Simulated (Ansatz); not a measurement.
Mo(O)2(F)(NH2) (FH2MoNO2), SMILES [NH2][Mo](=[O])(=[O])[F], multiplicity 1.

Geometry: B3LYP-D3(BJ)/def2-SVP. The multiplicity is an assumed one; no other spin state was optimised. The structure was generated by enumeration; whether it is a known compound was not checked. The def2 effective core potentials stand for the cores of Mo; spin–orbit coupling is left out. Other conformers were not sampled.

Two levels are set side by side: PBE/def2-SVPD (Ansatz, an electronic-structure program) and PBE0/def2-SVPD (Ansatz). Energy differences of separate SCF runs at the same geometry; the states with an electron removed or added have multiplicity 2 and 2. Differences are taken from unrounded values.

| quantity | PBE0 |
|---|---|
| vertical ionisation energy (eV) | 11.10 |
| vertical electron affinity (eV) | 0.53 |
| vertical singlet–triplet gap (eV) | 4.05 |

Question: What does PBE give, and how far is it from PBE0? (Estimate from the structure and the level; the computed values follow.)

Answer: 
```
quantity                             PBE  PBE minus PBE0
---------------------------------  -----  --------------
vertical ionisation energy (eV)    10.86           -0.24
vertical electron affinity (eV)     0.07           -0.45
vertical singlet–triplet gap (eV)   4.28            0.24
```
